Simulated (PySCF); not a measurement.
Species: phthalan, C₈H₈O.
Structure used (PBE0-D3(BJ)/def2-SVP), in Å, numbered top down from 1:
```xyz
17
C8H8O angstrom
C      2.1962   -0.3343   -0.1608
C      1.9485    1.0385   -0.2404
C      0.6467    1.5321   -0.1411
C     -0.3967    0.6297    0.0390
C     -0.1496   -0.7389    0.1182
C      1.1461   -1.2360    0.0194
C     -1.4586   -1.4455    0.3060
O     -2.4337   -0.4277    0.3721
C     -1.8736    0.8522    0.1735
H      3.2208   -0.7046   -0.2408
H      2.7816    1.7310   -0.3817
H      0.4575    2.6069   -0.2039
H      1.3441   -2.3093    0.0808
H     -1.4783   -2.0475    1.2343
H     -1.6770   -2.1345   -0.5334
H     -2.1199    1.5090    1.0292
H     -2.3016    1.3242   -0.7327
```

Level: B3LYP/def2-SVPD in PySCF, non-relativistic, on one gas-phase PBE0-D3(BJ)/def2-SVP geometry that isn't relaxed in the solvent. The solvent is an IEF-PCM continuum (cavity from Bondi-type radii × 1.2), and excitations are vertical TDDFT with non-equilibrium linear response and a frozen core. Only the electrostatic response of the medium enters.

```tsv
run	E − E(gas) (kcal/mol)	HOMO (eV)	HOMO–LUMO gap (eV)	dipole (D)	lowest singlet (eV)	static polarisability (au)
gas	0.00	-6.59	5.87	1.44	5.04	93.1
P	-4.10	-6.55	5.91	1.81	5.06	130.2
Q	-2.92	-6.54	5.90	1.70	5.04	118.4
```

**Question.** The runs were made in chloroform and methanol. Which run belongs to which solvent?

**Answer.** P = methanol, Q = chloroform. The dielectric constants are 4.711 (chloroform), 32.61 (methanol), and the energy falls further as ε rises. The optical constants n² used for the excitations are 2.09, 1.77 in the same order. In this model the ground state sees the solvent through ε alone.

**Question.** How constant is the ratio of the lowering to (ε − 1)/(2ε + 1)?

**Answer.** 
```
   solvent  (ε − 1)/(2ε + 1)  E − E(gas) (kcal/mol)  ratio (kcal/mol)  polarisation term (kcal/mol)
chloroform             0.356                  -2.92              -8.2                         -3.21
  methanol             0.477                  -4.10              -8.6                         -4.69
```

The ratio changes by +4.9 % in size from chloroform to methanol. The polarisation term is half the interaction of the solute with the induced surface charges.
